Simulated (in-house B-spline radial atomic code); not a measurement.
RPA and G0W0 for Ge V (Ge4+), [Ar] 3d10, as one setting changes: the highest l of the empty states. Start: Hartree-Fock. A dash marks a level of low quasi-particle weight. Computed with a B-spline radial code for spherical atoms: all electrons, scalar-relativistic (spin-free one-electron X2C), finite nucleus, each spin shell either full or empty, empty states to the listed l with an (l + 1/2)⁻⁴ tail; G0W0 by contour deformation at full frequency.

```csv
highest l of the empty states,RPA summed (Eh),RPA extrapolated (Eh),G0W0 level (eV)
4,-1.7297,-1.9698,3d -90.75
5,-1.8371,-1.9868,3d -90.99
6,-1.8901,-1.9812,3d -90.99
7,-1.9184,-1.9762,3d -91.01
8,-1.934,-1.9711,3d -90.99
9,?,?,?
10,?,?,?
11,-1.953,-1.966,3d -90.98
```

**Question.** What belongs in the row for 9?

**Answer.** RPA summed (Eh): -1.9433; RPA extrapolated (Eh): -1.9685; G0W0 level (eV): 3d -90.98.

**Question.** What belongs in the row for 10?

**Answer.** RPA summed (Eh): -1.9492; RPA extrapolated (Eh): -1.967; G0W0 level (eV): 3d -90.98.
